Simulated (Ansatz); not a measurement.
Start from `C[Si@@H]1N[C@H]1F` and change one atom or group to get `C[SiH]1CN1`.

Ansatz, PBE0-D4/def2-TZVP geometries, multiplicity 1. 

| property | `C[Si@@H]1N[C@H]1F` |
| --- | --- |
| zero-point energy (PBE0-D4/def2-TZVP) / kJ/mol | 209.9 |
| ideal-gas entropy at 298 K and 1 bar (rigid rotor, harmonic PBE0-D4/def2-TZVP) / J/(mol·K) | 332 |
| HOMO energy (ωB97M-V/def2-TZVPP) / eV | -9.57 |
| size of the dipole moment (PBE/def2-TZVPP) / D | 3.22 |
| HOMO energy (PBE/def2-TZVPP) / eV | -6.00 |
| size of the dipole moment (B3LYP/def2-TZVPP) / D | 3.40 |

What does the change do to each property? (An estimate is asked.)

Ansatz gave: 
| property | `C[SiH]1CN1` | shift |
| --- | --- | --- |
| zero-point energy (PBE0-D4/def2-TZVP) / kJ/mol | 230.1 | 20.2 |
| ideal-gas entropy at 298 K and 1 bar (rigid rotor, harmonic PBE0-D4/def2-TZVP) / J/(mol·K) | 308 | -24 |
| HOMO energy (ωB97M-V/def2-TZVPP) / eV | -8.80 | 0.77 |
| size of the dipole moment (PBE/def2-TZVPP) / D | 1.95 | -1.27 |
| HOMO energy (PBE/def2-TZVPP) / eV | -5.24 | 0.76 |
| size of the dipole moment (B3LYP/def2-TZVPP) / D | 2.03 | -1.37 |

With PBE0 the HOMO rises by 0.80 eV and the LUMO rises by 0.34 eV, so the gap narrows by about 0.46 eV. PBE moves the HOMO by 0.76 eV and ωB97M-V by 0.77 eV. Dipoles are sizes alone; their direction can turn.

Positive LUMOs are unbound, so they and the gaps depend on the basis.

B3LYP here is the variant with VWN-RPA as its local correlation; programs differ in this.
